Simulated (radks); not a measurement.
Species: Ru. Configuration: [Kr] 4d7 5s1 (the NIST ground configuration).

All-electron calculation, Dirac Kohn-Sham, PW91, spin-unpolarised, spherical densities, point nucleus; open shells fill j = l - 1/2 first. Program: a radial shooting solver on a logarithmic mesh with Libxc functionals.

Energy parts (eV):
total: -123330.422
kinetic: 128341.437
electron-nucleus: -298339.297
Hartree: 50325.221
exchange-correlation: -3657.783

Orbitals (lengths in bohr, moments of r in powers of bohr):
| orbital | occ. | eigenvalue (eV) | <r> |
|---|---|---|---|
| 1s1/2 | 2 | -21929.07 | 0.03343 |
| 2s1/2 | 2 | -3152.227 | 0.1453 |
| 2p1/2 | 2 | -2912.960 | 0.1236 |
| 2p3/2 | 4 | -2781.973 | 0.1284 |
| 3s1/2 | 2 | -555.0110 | 0.4025 |
| 3p1/2 | 2 | -462.1758 | 0.3957 |
| 3p3/2 | 4 | -439.9511 | 0.4063 |
| 3d3/2 | 4 | -275.5511 | 0.3821 |
| 3d5/2 | 6 | -271.2213 | 0.3856 |
| 4s1/2 | 2 | -76.3201 | 1.019 |
| 4p1/2 | 2 | -48.7090 | 1.107 |
| 4p3/2 | 4 | -45.3196 | 1.139 |
| 4d3/2 | 4 | -5.4061 | 1.688 |
| 4d5/2 | 3 | -5.0846 | 1.717 |
| 5s1/2 | 1 | -4.2852 | 3.386 |
| 5p1/2 | 0 | -1.0325 | 5.185 |
| 5p3/2 | 0 | -0.9315 | 5.387 |

The highest occupied level is 5s1/2 at -4.285 eV. The density falls to 0.001 e/bohr^3 at r = 4.49 bohr.

Run on one thread of a shared host, so times are rough (Arm Neoverse N1): 0.23 s of CPU time, 0.23 s wall, 15 iterations on 2728 mesh points.
